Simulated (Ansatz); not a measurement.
`O[B](F)[GeH2][SiH3]` + `O[SiH2][SiH2]O` → `O[SiH2][SiH2]O[SiH3]` + `O[B](F)[GeH3]`  (cleavage of the Si–Ge bond)

Isolated molecules relaxed with PBE0-D4/def2-TZVP in Ansatz; ΔE leaves out vibrations. CCSD(T)/CBS is the MP2 limit (def2-TZVPP, def2-QZVPP) plus CCSD(T) − MP2 in def2-TZVPP, frozen cores. Functionals use def2-TZVPP. B3LYP here is the variant with VWN-RPA as its local correlation; programs differ in this. For Ge outer-core shells are correlated without core-valence functions, which leaves a few kJ/mol of doubt a bond. Scalar relativity is left out up to krypton. One conformer a species, not always the lowest.

`O[B](F)[GeH2][SiH3]`:

Cartesian coordinates in Å:
```
O 1.405 -2.054 1.297
B 1.414 -0.825 0.744
F 2.259 0.048 1.278
Ge 0.192 -0.213 -0.826
Si -1.379 1.429 -0.121
H 0.790 -2.662 0.880
H 1.042 0.366 -1.971
H -0.577 -1.427 -1.391
H -2.244 0.868 0.951
H -0.663 2.616 0.415
H -2.240 1.853 -1.256
```

`O[SiH2][SiH2]O`:

Z-matrix (Å, degrees):
```
Si
Si 1 2.355
O 1 1.666 2 99.0
H 1 1.492 2 114.6 3 -117.8
H 1 1.492 2 114.8 3 118.1
O 2 1.652 1 104.4 3 4.7
H 2 1.489 1 112.0 3 -115.1
H 2 1.488 1 112.5 3 123.9
H 3 0.958 1 118.7 2 -179.1
H 6 0.962 2 113.9 1 -4.7
```

`O[SiH2][SiH2]O[SiH3]`:

```xyz
13

O    -1.167   -1.685   -1.015
Si   -0.949   -0.191   -1.693
Si    0.946    0.879   -0.793
O     0.850    0.883    0.854
Si    0.444   -0.016    2.152
H    -1.344   -1.712   -0.072
H    -0.779   -0.422   -3.150
H    -2.150    0.673   -1.488
H     2.197    0.180   -1.202
H     1.039    2.294   -1.243
H    -0.827   -0.752    1.881
H     0.237    0.882    3.312
H     1.502   -1.012    2.457
```

`O[B](F)[GeH3]`:

Z-matrix (Å, degrees):
```
Ge
B 1 2.083
H 1 1.537 2 111.1
H 1 1.537 2 111.2 3 -120.5
H 1 1.542 2 110.4 3 119.7
F 2 1.326 1 119.2 3 60.8
O 2 1.348 1 124.8 3 -119.2
H 7 0.959 2 113.9 1 -0.0
```

```csv
level,ΔE (kcal/mol),difference from CCSD(T)/CBS
PBE-D4,-14.4,4.6
r2SCAN-D4,-17.9,1.1
PBE0-D4,-15.9,3.1
ωB97X-V,-19.1,-0.1
ωB97M-V,-19.2,-0.2
B2PLYP,-20.0,-1.0
PBE,-13.9,5.1
r2SCAN,-17.8,1.2
PBE0,-15.5,3.5
B3LYP,-19.3,-0.3
HF/def2-TZVPP,-25.3,-6.3
MP2/def2-TZVPP,-19.8,-0.8
SCS-MP2/def2-TZVPP,-21.4,-2.4
HF/def2-QZVPP,-26.2,-7.2
HF/CBS(def2),-26.3,-7.3
CCSD/CBS(def2),-19.7,-0.7
CCSD(T)/CBS,-19.0,0
```

Largest T1 diagnostic among the species: 0.013.

In def2-TZVPP, CCSD(T) changes the Hartree–Fock value by +6.1 kcal/mol (the triples alone add +0.8 kcal/mol) and MP2 by +5.5 kcal/mol. From PBE to PBE0 (25 % exact exchange), in def2-TZVPP and without D4, ΔE moves by −1.6 kcal/mol. The D4 term adds −0.8 kcal/mol with B3LYP and −0.5 kcal/mol with PBE0; it sums over pairs of atoms, weighted by their polarisabilities, and B3LYP, whose exchange is more repulsive, gets the larger term.
